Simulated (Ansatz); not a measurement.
`[OH][Al]([Cl])[SiH2]Cl` + H₂O → `[OH][Al]([OH])[Cl]` + `[SiH3]Cl`  (formal hydrolysis of the Al–Si bond)

Isolated molecules relaxed with PBE0-D4/def2-TZVP in Ansatz; ΔE leaves out vibrations. CCSD(T)/CBS is the MP2 limit (def2-TZVPP, def2-QZVPP) plus CCSD(T) − MP2 in def2-TZVPP, frozen cores. This one scheme is used for every species. DFT in def2-TZVPP. B3LYP here is the variant with VWN-RPA as its local correlation; programs differ in this. One conformer a species, not always the lowest.

(1) Is it downhill or uphill in electronic energy at CCSD(T)/CBS, and by how much? (Estimate.)

(2) What do these levels give: r2SCAN-D4, B3LYP-D4, BHLYP-D4, PBE-QIDH, PBE, r2SCAN0, BHLYP, MP2/def2-SVP, HF/def2-TZVPP, MP2/def2-TZVPP, CCSD(T)/def2-TZVPP, MP2/def2-QZVPP? (Best estimate.)

Largest T1 diagnostic among the species: 0.011.

Answers

(1) The calculation gave: Downhill: ΔE = -124.8 kJ/mol.

(2) Computed: r2SCAN-D4 -127.6, B3LYP-D4 -125.6, BHLYP-D4 -131.6, PBE-QIDH -124.8, PBE -108.3, r2SCAN0 -129.3, BHLYP -139.0, MP2/def2-SVP -138.6, HF/def2-TZVPP -147.1, MP2/def2-TZVPP -136.5, CCSD(T)/def2-TZVPP -128.4, MP2/def2-QZVPP -134.8 kJ/mol.

From PBE to PBE0 (25 % exact exchange), in def2-TZVPP and without D4, ΔE moves by −5.5 kJ/mol. Leaving LDA and LC-ωPBE aside and taking each functional with its dispersion term where it has one, the values, not all of them listed here, spread over 30.3 kJ/mol, from B2PLYP to PBE-D4. At CCSD(T), def2-SVP lies −4.7 kJ/mol from the extrapolated value and def2-TZVPP −3.6 kJ/mol.
